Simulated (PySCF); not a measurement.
Finite-field polarisability of Mg (magnesium, neutral)

[Ne] 3s2, closed-shell 1S. All numbers are calculated (PySCF 2.14, the spin-free X2C one-electron Hamiltonian (Gaussian nucleus), in aug-cc-pCVTZ-DK with one added diffuse shell each of s, p, d, f type (9s8p6d4f, 91 functions)). Frozen: 1s2. Energy changes in a uniform field (μhartree):

```
axis  F (au)        HF       MP2      CCSD   CCSD(T)
   x  0.0016  -103.853   -92.716   -92.825   -92.162
   x  0.0032  -415.895  -371.248  -371.657  -369.000
```

Problem. Derive α along x at CCSD(T) from the two fields.

Solution. With ΔE = −αF²/2 − γF⁴/24, α = −(16 ΔE(F) − ΔE(2F))/(6F²) = 71.98 bohr³.

Problem. And the mean polarisability at each level?

Solution. HF 81.10, MP2 72.41, CCSD 72.50, CCSD(T) 71.98 bohr³. Reference: 71.2 ± 0.4 bohr³ (recommended; Schwerdtfeger and Nagle, table of static dipole polarizabilities (2023 update)).

The same two fields give the second hyperpolarisability, to two digits from the fit; its basis error is larger: HF 150000, MP2 120000, CCSD 110000, CCSD(T) 110000 au.
